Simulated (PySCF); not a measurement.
# How methods differ on the ionisation energy of Cl⁺

Cl⁺ [Ne] 3s2 3p4 [3p1/2^2 3p3/2^2, M_J = 2] → Cl²⁺ [Ne] 3s2 3p3 [3p1/2^2 3p3/2^1, M_J = 3/2], as a difference of total energies. Calculation: PySCF 2.14, in an even-tempered Gaussian basis (22 s from 0.026 bohr⁻², ratio 2.4; 16 p from 0.034 bohr⁻², ratio 2.4; 6 d from 0.83 bohr⁻², ratio 2.6; 5 f from 1.2 bohr⁻², ratio 2.6); the two-component X2C-1e Hamiltonian. Correlated levels: 1s2 frozen; the 52 highest virtual spinors dropped. "Screened" scales the spin-orbit matrix elements by Boettger's factors to mimic the two-electron term; Breit and QED terms are absent.

```json
{"method": "GHF (screened spin-orbit)", "ionisation energy (eV)": "22.448"}
{"method": "GMP2 (screened spin-orbit)", "ionisation energy (eV)": "23.184"}
```

Q: How much does correlation contribute at GMP2 (screened spin-orbit)?

A: 23.184 − (22.448) = 0.736 eV, measured against GHF (screened spin-orbit).

The labels give the starting determinants; with spin-orbit coupling the two ends relaxed to ⟨J²⟩ = 6.01, ⟨L²⟩ = 2.01, ⟨S²⟩ = 2.00 and ⟨J²⟩ = 3.75, ⟨L²⟩ = 0.00, ⟨S²⟩ = 3.75.

For comparison: 23.814 eV (measured; NIST Atomic Spectra Database, ionization energies).
